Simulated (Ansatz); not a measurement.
Reaction (redistribution): `C=C=C[SiH2]C` + `CN([SiH3])[SiH](O)O` → `C=C=C[SiH2][SiH3]` + `CN(C)[SiH](O)O`

Calculated with Ansatz (gas phase, PBE0-D4/def2-TZVP geometries, no zero-point term in ΔE). CCSD(T)/CBS adds triple-zeta CCSD(T) − MP2 to the extrapolated MP2 energy (def2 sets, frozen cores). Functionals use def2-TZVPP. B3LYP here is the variant with VWN-RPA as its local correlation; programs differ in this. Each species was taken in one conformer, which may not be the lowest.

```
             level  ΔE (kJ/mol)  difference from CCSD(T)/CBS
            PBE-D4         99.0                        -23.2
         r2SCAN-D4        115.8                         -6.4
          B3LYP-D4        115.7                         -6.5
           ωB97M-V        125.3                          3.1
               PBE         96.1                        -26.1
            r2SCAN        115.1                         -7.1
              PBE0        103.5                        -18.7
             B3LYP        110.9                        -11.3
     HF/def2-TZVPP        125.0                          2.8
    MP2/def2-TZVPP        129.8                          7.6
   CCSD/def2-TZVPP        119.9                         -2.3
CCSD(T)/def2-TZVPP        119.1                         -3.1
     HF/def2-QZVPP        126.7                          4.5
    MP2/def2-QZVPP        132.2                         10.0
     MP2/CBS(def2)        132.9                         10.7
    CCSD/CBS(def2)        123.0                          0.8
       CCSD(T)/CBS        122.2                            0
```

Largest T1 diagnostic among the species: 0.013.

From PBE to PBE0 (25 % exact exchange), in def2-TZVPP and without D4, ΔE moves by +7.4 kJ/mol. The D4 term adds +4.7 kJ/mol with B3LYP and +2.5 kJ/mol with PBE0; it sums over pairs of atoms, weighted by their polarisabilities, and B3LYP, whose exchange is more repulsive, gets the larger term.
